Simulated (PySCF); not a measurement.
A PySCF script (with the pyscf-properties extension) for the NMR shieldings of `C=C1[CH2][AlH2-][O+](C)[SiH2]1`, C$_{4}$H$_{11}$AlOSi, on a GFN2-xTB geometry:

```python
import basis_set_exchange as bse
import numpy as np
from pyscf import gto, dft
from pyscf.prop import nmr

atoms = """
C    -2.547295    1.205929   -0.383295
C    -1.514135    0.363258   -0.352661
C    -1.521206   -0.925687    0.409045
Al    0.282059   -1.161391    1.340614
O     1.097414   -0.062660    0.005163
C     2.502038   -0.011645   -0.001058
Si    0.149824    0.785433   -1.106178
H    -3.475652    0.979538    0.118107
H    -2.501229    2.153256   -0.895011
H    -1.457008   -1.749125   -0.327703
H    -2.488264   -1.050592    0.909289
H     0.721838   -0.389954    2.625192
H     1.041704   -2.503160    1.050207
H     2.850014    1.015675    0.118429
H     2.896728   -0.418154   -0.933884
H     2.858710   -0.614614    0.835754
H     0.600721    2.174034   -1.010637
H     0.494980    0.216176   -2.413030
"""
names = dict.fromkeys(["C", "Al", "O", "Si", "H"], "pcSseg-1")
basis = {el: gto.basis.parse(bse.get_basis(n, elements=[el], fmt="nwchem")) for el, n in names.items()}
mol = gto.M(atom=atoms, basis=basis, charge=0, verbose=0)
mf = dft.RKS(mol, xc="PBE0")
mf.grids.level = 2
mf.grids.alignment = dft.numint.BLKSIZE   # the property module wants whole blocks of grid points
mf.conv_tol = 1e-9
mf.kernel()

calc = nmr.RKS(mf)   # GIAO
C = mf.mo_coeff
Co = C[:, mf.mo_occ > 0]
resp = mf.gen_response(singlet=True, hermi=2)
def vind(x):   # induced exchange potential for any number of trial vectors
    d = np.einsum("pi,xij,qj->xpq", C, 2 * x.reshape(-1, C.shape[1], Co.shape[1]), Co, optimize=True)
    return np.einsum("xpq,pi,qj->xij", resp(d - d.transpose(0, 2, 1)), C, Co, optimize=True).ravel()
mo1, _ = nmr.rhf.solve_mo1(calc, with_cphf=vind)
sigma = calc.kernel(mo1)
for i, s in enumerate(sigma):   # ppm
    print("%2d %-2s %9.2f" % (i, mol.atom_pure_symbol(i), np.trace(s) / 3))
```

**Question.** What does it print?

**Answer.** 
```
 0 C      55.98
 1 C      31.68
 2 C     156.99
 3 Al    399.33
 4 O     339.87
 5 C     131.60
 6 Si    355.22
 7 H      25.60
 8 H      26.33
 9 H      29.73
10 H      29.68
11 H      27.42
12 H      27.32
13 H      27.96
14 H      27.93
15 H      27.28
16 H      26.68
17 H      26.57
```

These numbers come from an equivalent density-fitted implementation of the same equations, which agrees with the script to about 0.01 ppm for H and up to a few tenths of a ppm for heavy atoms, so last digits may differ.

Size and cost of the density-fitted run: 188 basis functions, 40 s wall time on 1 thread of an Arm Neoverse V1, shared host; peak memory 0.85 GiB.
